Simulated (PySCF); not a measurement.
Br2. Atoms are numbered in the order given.

```xyz
2

Br     0.0000     0.0000    -1.1556
Br     0.0000     0.0000     1.1556
```

Coordinates come from a PBE-D3(BJ)/def2-TZVP optimisation.

These are PBE-D3(BJ)/def2-TZVP (PySCF) values and carry that method's errors.

Frequencies are harmonic and unscaled.

```json
[
 {"mode": "1", "ν (cm⁻¹)": "313", "IR (km/mol)": "0.0", "Raman (Å⁴/amu)": "9.0", "depolarisation": "0.26", "moving atoms (share of kinetic energy)": "Br 100 %"}
]
```
